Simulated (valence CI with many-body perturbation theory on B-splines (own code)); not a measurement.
# V²⁺: electric-dipole lines

Computed by configuration interaction combined with many-body perturbation theory (CI+MBPT): three valence electrons over a frozen Dirac-Fock core [Ar], a basis of 9 s, 9 p, 10 d, 8 f, 5 g, 3 h, 1 i functions for each j, with the one-electron correlation potential Σ1, the two-electron term Σ2, the three-electron term Σ3, Breit, model QED; selected CI, second order for the rest, scaled by the run's own slope (own B-spline code, finite nucleus).

Against 63 measured levels this calculation errs by 855 cm⁻¹ on average and by 1608 at most. These come from a selection out of Sugar and Corliss, J. Phys. Chem. Ref. Data 7, 1191 (1978). Levels without a partner in it may be off by more, other configurations by 1,000 to 8,000 cm⁻¹. 1 measured level below the end of the list, from 89458 cm⁻¹ on, found no clear computed partner, and computed levels of the same name lie up to 1940 cm⁻¹ from them.

Lines 1 to 50 of 264 in falling wavelength, among levels below 102228 cm⁻¹, chosen from the strongest by gf and those to the six lowest levels. Wavelengths and rates use the calculated energies, so an error of 900 cm⁻¹ moves a line at 3859 Å by 3.5 % and its rate by three times that or more. Electric multipoles are in the length gauge, E1 and E2 with the static RPA response of the core. Weak lines are less certain than strong ones. Lines between different terms over intervals too small for the method are left out, as are lines whose strength nearly cancels. Where a level lies close to another of its J and parity, the split of strength between their lines is uncertain. The highest levels of a list are the least certain.

Names give the largest LS component (configuration and term), which can be under half, so a name can repeat, a term be missing and a line seem to break the LS rules; names also repeat where a configuration has a term twice. Letters in brackets count levels of one name in rising energy.

```tsv
λ vac (Å)	λ from measured levels	Upper	Lower	A (s⁻¹)	S (a.u.) with core polarisation	S without
3859	3706	3d²4p ²D°_3/2 [a]	3d²4s ²P_1/2	8.26e+06	9.37e-01	1.05e+00
3832		3d²4p ²D°_5/2 [a]	3d²4s ²P_3/2	6.41e+06	1.07e+00	1.19e+00
3757		3d²4p ⁴D°_5/2 [a]	3d²4s ²P_3/2	6.73e+06	1.06e+00	1.18e+00
3591	3522	3d²4p ²G°_7/2 [a]	3d²4s ²G_7/2	4.93e+06	9.01e-01	1.01e+00
3545	3478	3d²4p ²G°_9/2 [a]	3d²4s ²G_9/2	5.30e+06	1.17e+00	1.31e+00
3248	3162	3d²4p ²F°_5/2 [a]	3d²4s ²D_3/2	6.52e+06	6.62e-01	7.41e-01
3193	3109	3d²4p ²F°_7/2 [a]	3d²4s ²D_5/2	6.28e+06	8.07e-01	9.03e-01
3099	3036	3d²4p ²S°_1/2	3d²4s ²P_3/2	1.15e+08	3.38e+00	3.76e+00
3080	3018	3d²4p ²S°_1/2	3d²4s ²P_1/2	6.32e+07	1.82e+00	2.03e+00
2825	2815	3d²4p ²F°_7/2 [b]	3d²4s ²G_9/2	7.61e+06	6.77e-01	7.54e-01
2629	2596	3d²4p ²F°_7/2 [a]	3d²4s ²F_7/2	2.20e+08	1.58e+01	1.74e+01
2626	2594	3d²4p ²F°_5/2 [a]	3d²4s ²F_5/2	2.34e+08	1.26e+01	1.39e+01
2596	2564	3d²4p ²F°_7/2 [a]	3d²4s ²F_5/2	9.68e+06	6.69e-01	7.38e-01
2584		3d²4p ²D°_5/2 [a]	3d²4s ²F_7/2	1.23e+08	6.29e+00	6.95e+00
2578	2549	3d²4p ²D°_3/2 [a]	3d²4s ²F_5/2	1.86e+08	6.28e+00	6.93e+00
2559		3d²4p ²G°_7/2 [b]	3d²4s ²G_7/2	2.76e+08	1.83e+01	2.03e+01
2558		3d²4p ²G°_7/2 [b]	3d²4s ²G_9/2	1.11e+07	7.36e-01	8.19e-01
2553		3d²4p ²G°_9/2 [b]	3d²4s ²G_9/2	2.88e+08	2.36e+01	2.63e+01
2552	2524	3d²4p ⁴D°_7/2 [a]	3d²4s ²F_7/2	1.48e+07	9.71e-01	1.07e+00
2550		3d²4p ⁴D°_5/2 [a]	3d²4s ²F_7/2	1.13e+08	5.56e+00	6.14e+00
2536	2508	3d²4p ⁴D°_3/2 [a]	3d²4s ²F_5/2	4.68e+07	1.51e+00	1.66e+00
2497	2464	3d²4p ⁴S°_3/2	3d²4s ⁴P_5/2	6.16e+07	1.89e+00	2.11e+00
2482	2448	3d²4p ⁴S°_3/2	3d²4s ⁴P_3/2	7.07e+07	2.13e+00	2.38e+00
2474	2440	3d²4p ⁴S°_3/2	3d²4s ⁴P_1/2	4.08e+07	1.22e+00	1.36e+00
2464	2431	3d²4p ²P°_3/2	3d²4s ⁴P_5/2	1.28e+08	3.77e+00	4.19e+00
2449	2416	3d²4p ²P°_3/2	3d²4s ⁴P_3/2	3.29e+07	9.54e-01	1.06e+00
2448	2418	3d²4p ⁴S°_3/2	3d²4s ²D_5/2	1.49e+08	4.31e+00	4.79e+00
2435	2415	3d²4p ⁴G°_5/2	3d²4s ⁴F_5/2	5.79e+07	2.48e+00	2.75e+00
2428	2408	3d²4p ⁴G°_7/2	3d²4s ⁴F_7/2	6.50e+07	3.68e+00	4.09e+00
2425	2405	3d²4p ⁴G°_5/2	3d²4s ⁴F_3/2	2.57e+08	1.09e+01	1.21e+01
2422	2386	3d²4p ²G°_7/2 [a]	3d²4s ²F_7/2	1.35e+07	7.56e-01	8.32e-01
2422	2386	3d²4p ²F°_7/2 [b]	3d²4s ⁴P_5/2	1.42e+07	7.96e-01	8.79e-01
2421	2400	3d²4p ⁴G°_9/2	3d²4s ⁴F_9/2	4.66e+07	3.27e+00	3.63e+00
2416	2387	3d²4p ²P°_3/2	3d²4s ²D_5/2	1.50e+08	4.17e+00	4.62e+00
2415	2394	3d²4p ⁴G°_7/2	3d²4s ⁴F_5/2	2.59e+08	1.44e+01	1.60e+01
2406	2374	3d²4p ²F°_5/2 [b]	3d²4s ²D_3/2	2.42e+08	9.99e+00	1.11e+01
2403	2383	3d²4p ⁴G°_9/2	3d²4s ⁴F_7/2	2.86e+08	1.96e+01	2.18e+01
2403	2373	3d²4p ²P°_1/2	3d²4s ²D_3/2	3.11e+08	4.25e+00	4.72e+00
2402	2367	3d²4p ²G°_9/2 [a]	3d²4s ²F_7/2	3.20e+08	2.19e+01	2.41e+01
2401	2368	3d²4p ²F°_5/2 [b]	3d²4s ²D_5/2	5.13e+07	2.10e+00	2.33e+00
2395	2359	3d²4p ²G°_7/2 [a]	3d²4s ²F_5/2	3.10e+08	1.68e+01	1.85e+01
2392	2372	3d²4p ⁴G°_11/2	3d²4s ⁴F_9/2	3.40e+08	2.75e+01	3.06e+01
2377	2358	3d²4p ⁴D°_1/2 [b]	3d²4s ⁴P_3/2	5.75e+07	7.62e-01	8.47e-01
2375	2344	3d²4p ²F°_7/2 [b]	3d²4s ²D_5/2	2.99e+08	1.58e+01	1.75e+01
2373		3d²4p ⁴D°_5/2 [b]	3d²4s ⁴P_5/2	2.37e+07	9.40e-01	1.05e+00
2373	2352	3d²4p ⁴D°_3/2 [b]	3d²4s ⁴P_3/2	6.52e+07	1.72e+00	1.91e+00
2372	2349	3d²4p ⁴F°_7/2	3d²4s ⁴F_9/2	4.47e+07	2.35e+00	2.62e+00
2371	2348	3d²4p ⁴F°_5/2	3d²4s ⁴F_7/2	7.70e+07	3.04e+00	3.37e+00
2370	2347	3d²4p ⁴F°_3/2	3d²4s ⁴F_5/2	8.34e+07	2.19e+00	2.43e+00
2370	2351	3d²4p ⁴D°_1/2 [b]	3d²4s ⁴P_1/2	2.73e+08	3.59e+00	3.99e+00
```
